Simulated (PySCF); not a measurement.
MgF2, SMILES [Mg]([F])[F]. Atoms are numbered in the order given.

```xyz
3

Mg     0.0000     0.0000     0.0000
F      0.0000     0.0000    -1.7642
F      0.0000     0.0000     1.7642
```

Coordinates come from a PBE-D3(BJ)/def2-TZVP optimisation. The isomer is the one that the SMILES or the coordinates give; other isomers of the formula were not compared.

Calculation: PBE-D3(BJ)/def2-TZVP (PySCF).

Frequencies are harmonic and unscaled.

Modes within 1.5 cm⁻¹ of each other (mostly degenerate sets) share a row, with their intensities summed.

```
mode  ν (cm⁻¹)  IR (km/mol)  moving atoms (share of kinetic energy)
----  --------  -----------  --------------------------------------
1–2        156        241.8                         Mg 61 %, F 39 %
3          542          0.0                                 F 100 %
4          846        132.3                         Mg 61 %, F 39 %
```
